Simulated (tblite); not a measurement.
C8H13PS.
Geometry (GFN2-xTB, Å), atoms numbered from 1 in this order:
```
atom  x, y, z in Å
C1    -0.1120    3.2222   -0.7038
C2    -0.2514    2.0424   -0.5135
P3    -0.5197    0.2921   -0.5311
S4    -0.8012   -0.4291   -2.3065
C5     0.9440   -0.3683    0.3767
C6     2.1971   -0.2141   -0.4775
C7     3.4114   -0.8522    0.1833
C8    -1.9037    0.0880    0.6425
C9    -2.6026   -1.2418    0.6121
C10   -3.2804   -0.0364    0.0589
H11    0.0226    4.2603   -0.8049
H12    1.0447    0.1586    1.3294
H13    0.7424   -1.4258    0.5792
H14    2.3825    0.8501   -0.6511
H15    2.0191   -0.6795   -1.4509
H16    3.2562   -1.9209    0.3160
H17    3.5962   -0.4067    1.1592
H18    4.2957   -0.7091   -0.4328
H19   -1.7811    0.5987    1.5903
H20   -2.9468   -1.6597    1.5463
H21   -2.2426   -1.9756   -0.0969
H22   -4.1043    0.4009    0.6021
H23   -3.3709    0.0329   -1.0169
```

Calculated harmonic vibrations of the isolated species, GFN2-xTB (tblite), most abundant isotopes, no scaling. Against measured fundamentals such values can be off by several per cent, at times by over 20. One conformer, not necessarily the lowest.

Harmonic wavenumbers (cm⁻¹): 32.6, 53.4, 70.5, 85.6, 91.6, 115.1, 143.0, 181.9, 226.8, 241.0, 277.2, 300.5, 329.8, 332.3, 406.8, 575.8, 651.1, 664.8, 684.0, 717.5, 753.5, 792.2, 809.3, 827.4, 851.6, 943.3, 962.0, 981.2, 992.0, 1011.9, 1062.8, 1071.5, 1080.4, 1085.0, 1109.6, 1148.9, 1198.5, 1202.5, 1205.9, 1266.5, 1321.2, 1339.6, 1416.4, 1421.2, 1421.9, 1471.8, 1487.7, 1501.9, 1502.4, 2186.5, 2926.7, 2941.9, 2957.3, 2971.1, 3020.6, 3026.1, 3033.4, 3043.7, 3064.3, 3068.0, 3087.5, 3101.0, 3363.8.

A = 1216, B = 682.0, C = 617.7 MHz; mass 172.048 u (most abundant isotopes); point group C1, symmetry number 1.

Question: What is the zero-point energy?

Answer: Half the sum of the wavenumbers: 40607 cm⁻¹ = 116.10 kcal/mol.

Question: What is S at 400 K and 1 bar for an ideal gas of classical rigid rotors and harmonic oscillators?

Answer: Translation 42.82, rotation 31.69, vibration 57.85: S = 132.4 cal/(mol K).

Question: And Cp and H(400 K) − H(0)?

Answer: Cp = 60.25 cal/(mol K), of which vibrations give 52.30 (their classical limit is 63 R = 125.2); H(400 K) − H(0) = 14.46 kcal/mol without the zero-point energy, 11.28 from vibrations.

Question: What must be added to the electronic energy to get the Gibbs energy at 400 K and 1 bar?

Answer: ZPE + [H(400 K) − H(0)] − T·S = 116.10 + 14.46 − 52.95 = 77.61 kcal/mol.

Question: Which modes carry the vibrational entropy at 400 K?

Answer: 32.6 cm⁻¹: 6.25; 53.4 cm⁻¹: 5.27; 70.5 cm⁻¹: 4.72; 85.6 cm⁻¹: 4.34; 91.6 cm⁻¹: 4.20; 115.1 cm⁻¹: 3.75 cal/(mol K); the other 57 give 29.32 together.

Question: How do the functions run with temperature in this model?

Answer: 
| T (K) | S (cal/(mol K)) | Cp (cal/(mol K)) | H − H(0) (kcal/mol) | G − H(0) (kcal/mol) | ln q(vib) |
| --- | --- | --- | --- | --- | --- |
| 150 | 90.0 | 31.0 | 3.08 | -10.43 | 5.42 |
| 250 | 108.5 | 42.4 | 6.74 | -20.39 | 9.42 |
| 298.15 | 116.5 | 48.3 | 8.92 | -25.80 | 11.23 |
| 600 | 160.5 | 78.4 | 28.45 | -67.83 | 21.77 |
| 900 | 195.8 | 95.8 | 54.80 | -121.46 | 31.17 |

q(vib) and H(0) count from the zero-point level.

Hindered rotation and anharmonicity are outside this model. Other conformers, if any are populated, would add a mixing term that is left out. The structure is chiral; the term R ln 2 for an equal mix with its mirror image is left out.
